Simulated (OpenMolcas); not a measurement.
**S3+: effect of the level shift or regulariser**

```json
{"Program": "OpenMolcas 26.06", "Basis": "ANO-RCC-VQZP [6s5p3d2f1g]", "Scalar Hamiltonian": "DKH2, point nucleus", "Active space": "1 electron in 9 orbitals (RAS2 3p; RAS3 3d 4s, at most 1 electron)", "State averaging": "2S+1 = 2 odd, 3 roots; 2S+1 = 2 even, 6 roots", "Spin-orbit coupling": "RASSI with atomic mean-field integrals over the reference wave functions, term energies averaged over their components"}
```

Methods on the same reference wave functions:
A. RASSCF
B. SS-RASPT2, IPEA 0.25 Eh, imaginary shift 0.1 Eh (closed shells correlated: 2s 2p 3s)
C. SS-RASPT2, IPEA 0.25 Eh, imaginary shift 0.3 Eh (closed shells correlated: 2s 2p 3s)

Energies in cm-1 above 3s2 3p 2P* 1/2, the measured ground level; measured values from NIST levels in Podobedova, Kelleher and Wiese, J. Phys. Chem. Ref. Data 38, 171 (2009).

```json
{"Level": "3s2 3p 2P* 1/2", "A": "0.0", "B": "0.0", "C": "0.0", "Measured": "0.0"}
{"Level": "3s2 3p 2P* 3/2", "A": "860", "B": "860", "C": "860", "Measured": "951"}
{"Level": "3s2 3d 2D 3/2", "A": "147019", "B": "139820", "C": "140250", "Measured": "152133"}
{"Level": "3s2 3d 2D 5/2", "A": "147036", "B": "139840", "C": "140260", "Measured": "152147"}
{"Level": "3s2 4s 2S 1/2", "A": "179884", "B": "180610", "C": "180620", "Measured": "181448"}
```

Deviations, from unrounded energies. A percentage is the sum of absolute deviations over the sum of measured energies, with the sign that they share, or ± where signs differ.

```tsv
Against measurement	Levels	A	B	C
mean absolute deviation (cm-1)	4	3000	6400	6200
fine structure of the ground term (%)	1	-9.6	-9.6	-9.6
other configurations (%)	3	-2.4	-5.2	-5.1
```

A lies closest to measurement on these levels and B furthest from it. The largest miss of A in the table is 3s2 3d 2D 3/2, by -5100 cm-1. The ranking rests on the paired levels alone, and a cruder setting can come out closer through cancelling errors.

Between B and C the level of the table that moves most is 3s2 3d 2D 3/2, by 420 cm-1 (lowest in B, highest in C). Moves below CASPT2's spread within the term are not significant.

The lowest spin-free term lies below A's lowest term by 0.102 hartree in B, 0.102 hartree in C.

CASPT2 breaks the degeneracy within a term, and the mean is taken; among the terms shown or strongly mixed into the levels shown the widest spread is 11 cm-1 (3s2 3d 2D, B). Over all roots computed the reference weight is 0.92 to 0.97 in B; the roots of lowest weight are the least certain, and an intruder state may touch them. ANO sets are built for valence states and can reach diffuse excited orbitals poorly, and with the s shell closed the s pⁿ⁺¹ terms that mix with these levels are absent. With one active electron the reference holds no correlation, so core polarisation is missing (holds for A). With one active electron, CASPT2 adds the correlation within the correlated inactive shells and between them and that electron, and leaves the splitting within a term as the reference gives it (holds for B; C). Computed and measured levels are paired by configuration, term and J; levels that our copy of the source lacks, or whose pairing is in doubt (as where it misses far off the trend of its configuration), stay unpaired and out of the deviations. Only configurations of the active space appear.

* marks odd parity.
